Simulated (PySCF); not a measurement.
## How methods differ on the ionisation energy of Nb⁺

Nb⁺ [Kr] 4d4 (5D) → Nb²⁺ [Kr] 4d3 (4F), as a difference of total energies. All numbers are calculated (PySCF 2.14, scalar relativity by spin-free X2C-1e, in aug-cc-pVTZ-DK (9s8p6d3f2g, 102 functions)). Correlated levels: valence: [Kr] frozen. The calculations carry no spin-orbit coupling.

```json
{"method": "UHF", "ionisation energy (eV)": "13.055"}
{"method": "LDA", "ionisation energy (eV)": "14.870"}
{"method": "PBE0", "ionisation energy (eV)": "14.370"}
{"method": "CAM-B3LYP", "ionisation energy (eV)": "14.239"}
{"method": "MN15", "ionisation energy (eV)": "14.291"}
{"method": "revPBE", "ionisation energy (eV)": "14.473"}
{"method": "MP2 (valence)", "ionisation energy (eV)": "13.601"}
{"method": "SCS-MP2 (valence)", "ionisation energy (eV)": "13.237"}
```

A first-order spin-orbit estimate (lowest level to lowest level, LS coupling) adds -0.052 eV.

Errors of the correlated levels include the incompleteness of this basis and the frozen core.

Task: Which method comes closest to the reference value, and which is furthest?

Result: The reference is 14.32 eV (semi-empirical (NIST evaluation); NIST Atomic Spectra Database, ionization energies). Closest: PBE0 (error -0.003 eV); furthest: UHF (error -1.317 eV), both after the spin-orbit estimate.
